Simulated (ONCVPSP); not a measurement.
**K (Z = 19), ONCV: configuration errors across variants**

```json
{
  "Element": "K (Z = 19)",
  "Generator": "ONCVPSP 4.0.1",
  "Type": "optimised norm-conserving Vanderbilt (ONCV)",
  "Functional": "LDA (Perdew-Wang 92)",
  "Relativity": "scalar-relativistic",
  "Frozen core": "[Ne]",
  "Valence charge": "9",
  "Reference configuration": "3s2 3p6 4s1",
  "Partial waves": "3s+4s: rc 2.35 bohr, ncon 5, nbas 9, qcut 4.9 1/bohr, 2 projectors; 3p: rc 1.85 bohr, ncon 3, nbas 6, qcut 7.5 1/bohr, 1 projector; d scattering state at 0.22 Ha: rc 2.10 bohr, ncon 4, nbas 9, qcut 4.6 1/bohr, 2 projectors, debl 1.7 Ha; f scattering state at 0.32 Ha: rc 2.35 bohr, ncon 4, nbas 7, qcut 4.1 1/bohr, 2 projectors, debl 1.7 Ha",
  "Local potential": "polynomial inside 1.35 bohr (lpopt 5, dvloc0 2 Ha)",
  "Core correction": "Teter function, fcfact 3, rcfact 1.8"
}
```

All-electron excitation energies from the reference (eV): (1) 3s2 3p6 4s0 4.404; (2) 3s2 3p6 4s0.5 1.708; (3) 3s2 3p6 4s0 4p1 1.628; (4) 3s1 3p6 4s1 41.835.

Errors AE − PS in meV (a dash: test not solved or not reliable):

```tsv
change	(1)	(2)	(3)	(4)	bound ghosts	GHOST(+) flags above zero
base	-0.2	-0.1	+3.3	-172	none	none
all radii but the core radius scaled by about 0.82 (s 1.92, p 1.52, d 1.72, f 1.92 bohr); local potential polynomial inside 1.10 bohr (lpopt 5, dvloc0 2 Ha)	-0.2	0.0	+2.3	-90	none	none
all radii but the core radius scaled by about 0.89 (s 2.08, p 1.64, d 1.86, f 2.08 bohr); local potential polynomial inside 1.20 bohr (lpopt 5, dvloc0 2 Ha)	-0.2	0.0	+2.1	-124	none	none
all radii but the core radius scaled by about 1.19 (s 2.78, p 2.20, d 2.50, f 2.78 bohr); local potential polynomial inside 1.60 bohr (lpopt 5, dvloc0 2 Ha)	-0.3	-0.1	-1.1	-259	none	none
all radii but the core radius scaled by about 1.33 (s 3.12, p 2.46, d 2.78, f 3.12 bohr); local potential polynomial inside 1.80 bohr (lpopt 5, dvloc0 2 Ha)	-0.4	-0.1	-8.4	-321	none	none
```

(1) Give the same row for: all radii but the core radius scaled by about 1.09 (s 2.56, p 2.02, d 2.30, f 2.56 bohr); local potential polynomial inside 1.48 bohr (lpopt 5, dvloc0 2 Ha).

Answers

(1) -0.3, -0.1, +1.1, -219; bound ghosts: none; GHOST(+) flags above zero: none.
